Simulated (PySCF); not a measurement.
These are PBE-D3(BJ)/def2-TZVP // PBE0-D3(BJ)/def2-SVP (PySCF) values and carry that method's errors. All species are isolated molecules in the gas phase. One relaxed conformer stands for a flexible species; it need not be the lowest. Delta-SCF ions had no search for a lower state. Excitations are Tamm–Dancoff values on a coarser integration grid. The basis has no diffuse functions, so Rydberg states are missing or too high.

Reference species (SMILES): `c1c2c(cc([SiH3])s2)sc1OC` (C–O–C–S torsion 0°) (neutral, multiplicity 1).

```json
{
  "HOMO": "-4.90 eV",
  "brightest of the four lowest singlets (TDA)": "4.28 eV",
  "vertical ionisation energy (Delta-SCF)": "7.21 eV"
}
```

After one change: the HOMO drops by 0.03 eV; the brightest of the four lowest singlets (TDA) decreases by 0.39 eV; the vertical ionisation energy (Delta-SCF) goes up by 0.05 eV.

Question: What was changed between the two runs? The new species is one of these.
A. `COc1csc2cc([SiH3])sc12` (C–O–C–C torsion 0°)
B. `COc1c([SiH3])sc2ccsc12` (C–O–C–C torsion 177°)
C. `COc1sc2ccsc2c1[SiH3]` (C–O–C–S torsion 1°)

Answer: B, `COc1c([SiH3])sc2ccsc12` (C–O–C–C torsion 177°)
